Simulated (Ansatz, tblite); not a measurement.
Removing and adding an electron: In4Sb5H16⁺, a cluster cut from zinc blende InSb (hydrogen-capped). The state is a singlet with charge 1. Geometry: r2SCAN-D4/def2-SVP. Ansatz, gas phase; energy differences of separate SCF runs; the oxidised species was run as a doublet alone; the reduced species was run as a doublet alone.

```xyz
25

Sb   -2.171    2.158   -0.606
Sb    2.155    2.199    0.494
Sb   -0.676   -0.324    2.670
Sb   -2.007   -2.126   -1.087
Sb    2.319   -2.087    0.014
In   -0.446    2.358    1.655
In   -2.243    0.232   -2.821
In    3.319    0.283   -1.402
In   -0.253   -2.691    1.089
H    -2.128    3.729   -1.252
H    -3.717    2.293    0.088
H     2.396    3.770   -0.104
H     3.177    2.362    1.842
H    -2.180   -0.469    3.444
H     0.281   -0.444    4.067
H    -3.533   -2.526   -0.453
H    -1.851   -3.507   -2.064
H     3.362   -2.472    1.299
H     2.668   -3.464   -0.917
H    -0.748    3.588    2.811
H    -3.865    0.229   -3.357
H    -0.681    0.368   -3.507
H     4.997    0.312   -1.084
H     2.283    0.394   -2.760
H    -0.457   -4.165    1.941
```

In the def2 sets In, Sb take a core potential; there is no spin–orbit coupling. The xTB rows come from tblite. Single mean-field runs in def2-TZVP are fitted with def2-universal-jkfit. HOMO above LUMO, or a gap near zero within one spin, warns that the state may not be the lowest or that an electron is smeared out.

```csv
level,−HOMO (eV),vertical IE (eV),−LUMO (eV),vertical EA (eV),HOMO–LUMO gap (eV),IE − EA (eV),remarks
GFN1-xTB,12.78,14.35,10.14,8.65,2.64,5.70,–
GFN2-xTB,13.15,14.69,10.47,8.89,2.67,5.80,–
PBE-D4/def2-TZVP,9.25,10.92,5.54,4.03,3.72,6.88,"gap within one spin near zero (+2 doublet), gap within one spin near zero (doublet)"
```

Estimate the rows for PBE0-D4/def2-TZVP, ωB97X-V/def2-TZVP.


```tsv
level	−HOMO (eV)	vertical IE (eV)	−LUMO (eV)	vertical EA (eV)	HOMO–LUMO gap (eV)	IE − EA (eV)
PBE0-D4/def2-TZVP	10.15	11.32	4.76	3.74	5.38	7.58
ωB97X-V/def2-TZVP	12.13	11.74	2.93	3.30	9.19	8.43
```

Relaxing the oxidised species (r2SCAN-D4/def2-SVP) changes its energy by -0.30 eV at PBE-D4/def2-TZVP, so the adiabatic ionisation energy to this nearest minimum is 10.61 eV. At PBE0-D4/def2-TZVP it is 10.85 eV.     Raw xTB energy differences between charge states are shifted by several eV; the methods need an empirical correction for them.
